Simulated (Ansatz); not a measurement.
The cluster W₄⁺, relaxed as a doublet with UKS PBE0-D4/def2-SVP in Ansatz, starting from the GFN2-xTB geometry. Force threshold 0.02 eV/Å.

In the def2 sets W takes a core potential; there is no spin–orbit coupling. The charge 1 doublet is spin-contaminated (final ⟨S²⟩ up to 3.49, 0.75 for a pure state). Another isomer (doublet) lies 0.34 eV lower at PBE0-D4/def2-TZVP; other spin states weren't run for this one.

Start:

```xyz
4

W    -0.890    0.242   -1.133
W     1.749    0.319   -1.033
W     0.323    0.865    1.271
W    -1.182   -1.426    0.896
```

Task: Estimate the energy that the relaxation releases and the steps that it takes.

Result: 49.2 kcal/mol, in 10 steps; 51 s on 4 threads of Arm Neoverse V2 on a shared host. No frequencies were taken in this run, so the end may be a saddle point.

Task: Does the start keep its bonding and symmetry?

Result: By distances, no bond broke or formed. The bond that changes most is W3–W4, from 2.77 to 2.36 Å (atoms count from 1). Point group Cs at the start, C2v at the end, both within 0.05 Å.

Task: Predict the relaxed structure.

Result: 
```xyz
4

W    -0.7899   -0.0481   -1.2432
W     1.4670    0.5358   -0.8846
W     0.5060    0.5532    1.2686
W    -1.1831   -1.0410    0.8593
```
Bond lengths (bridged metal pairs left out): 6 × W–W 2.36 to 3.54 Å.
